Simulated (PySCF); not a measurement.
Compound: fac-MoBr3(PH3)3 (quartet state).
Bonds: Mo1–Br2, Mo1–P3, Mo1–Br7, Mo1–P8, Mo1–Br12, Mo1–P13. Hydrogens: H4, H5, H6 on P3; H9, H10, H11 on P8; H14, H15, H16 on P13.

Computed by this run: PBE0-D3(BJ)/def2-SVP geometry optimisation, gas phase, def2 core potentials past Kr in PySCF 2.14.0; unrestricted, density fitting, grid level 1; the optimiser is geomeTRIC in internal coordinates, started from a GFN2-xTB structure with every atom displaced at random (about 0.03 Å).

Step 0: E = -239942.7370 eV
```
atom  x, y, z in Å  |  force x, y, z in eV/Å
Mo1     0.6242    0.5063    0.5706    0.729   3.359   0.865
Br2     0.4317    0.4901    3.1117    0.065  -0.153  -0.369
P3      0.5285    0.5861   -1.8854    3.251   1.707   1.267
H4     -0.1493   -0.1914   -2.6522   -2.680  -2.503  -2.178
H5      1.7354    0.2566   -2.5933   -0.032   0.135   0.471
H6      0.3230    1.7796   -2.5656   -0.327   0.658  -0.103
Br7     3.1513    0.5030    0.4468   -0.349  -0.176  -0.062
P8     -1.8077    0.5937    0.5655   -1.986  -0.466   1.112
H9     -2.5713    1.7556    0.3742    0.192   0.498  -0.317
H10    -2.5629    0.2545    1.7667    0.762   0.044  -0.372
H11    -2.6524   -0.2385   -0.2255    0.246  -0.090  -0.329
Br12    0.4380    3.1396    0.4484   -0.026  -0.793  -0.124
P13     0.5437   -1.8043    0.6092    1.267  -2.216   0.865
H14     1.7702   -2.5061    0.4472    0.205   0.285  -0.215
H15    -0.1430   -2.6957   -0.1846   -0.901  -0.410  -0.799
H16     0.3063   -2.4632    1.8327   -0.415   0.122   0.288
```

Step 1: E = -239943.5596 eV
```
atom  x, y, z in Å  |  force x, y, z in eV/Å
Mo1     0.6248    0.5428    0.5837   -0.241   1.014   0.058
Br2     0.4237    0.4358    3.0842    0.062  -0.026   0.079
P3      0.5707    0.6452   -1.9187    0.583  -0.126  -0.468
H4     -0.2179   -0.2082   -2.7289   -0.262  -0.051  -0.023
H5      1.8015    0.3444   -2.5681   -0.024   0.024   0.141
H6      0.3230    1.8802   -2.5671   -0.164  -0.007   0.098
Br7     3.1137    0.4519    0.4166    0.104  -0.070  -0.026
P8     -1.8715    0.6415    0.5936   -0.914  -0.243   0.251
H9     -2.5761    1.8502    0.3589    0.221   0.053  -0.134
H10    -2.5523    0.3069    1.7979    0.220  -0.024   0.029
H11    -2.6820   -0.1971   -0.2330    0.143   0.030  -0.104
Br12    0.3467    3.0663    0.3416    0.168  -0.033   0.093
P13     0.6086   -1.9101    0.6723    0.476  -1.057   0.201
H14     1.8644   -2.5576    0.4863   -0.042   0.196  -0.101
H15    -0.1345   -2.7883   -0.1680   -0.138   0.159  -0.047
H16     0.3227   -2.5380    1.9151   -0.195   0.159  -0.047
```

**Question.** Estimate the geometry and energy of step 2. (The exact step hangs on the optimiser's Hessian estimate; all steps are aligned on step 1, rigid shifts and turns removed.)

**Answer.** E = -239943.6688 eV, largest force 0.577 eV/Å
```
atom  x, y, z in Å  |  force x, y, z in eV/Å
Mo1     0.6249    0.5907    0.6000   -0.167   0.551   0.028
Br2     0.4500    0.5239    3.1121    0.007  -0.123  -0.051
P3      0.5988    0.6190   -1.9375   -0.017  -0.194  -0.134
H4     -0.2405   -0.2566   -2.7077    0.118   0.180   0.146
H5      1.8324    0.3139   -2.5646    0.005   0.012  -0.012
H6      0.2988    1.8421   -2.5894   -0.029  -0.027   0.044
Br7     3.1261    0.5162    0.4182   -0.008  -0.142  -0.019
P8     -1.9152    0.6088    0.6108   -0.084  -0.094  -0.018
H9     -2.5967    1.8208    0.3342    0.074   0.017  -0.008
H10    -2.5544    0.2585    1.8239    0.011   0.008   0.067
H11    -2.6692   -0.2460   -0.2490    0.055   0.046  -0.003
Br12    0.4633    3.1150    0.4403   -0.061  -0.148  -0.078
P13     0.6096   -1.9213    0.6605    0.114  -0.243   0.019
H14     1.8607   -2.5539    0.4420   -0.019   0.019  -0.011
H15    -0.1816   -2.7267   -0.2155    0.036   0.105   0.052
H16     0.2584   -2.5384    1.8884   -0.035   0.034  -0.022
```

The energy changes by -0.1092 eV. The first-order estimate −F·Δx gives -0.2130 eV and the mean of the old and new forces, exact on a quadratic surface, -0.1043 eV. The step makes an angle of 69° with the force vector and moves no atom by more than 0.160 Å.

What follows is the cost of the whole optimisation. On an Arm Neoverse N1 with one thread, shared host with 64 logical CPUs at a one-minute load of 61, this took 1.8 h wall and 1.9 GiB of memory at its peak.
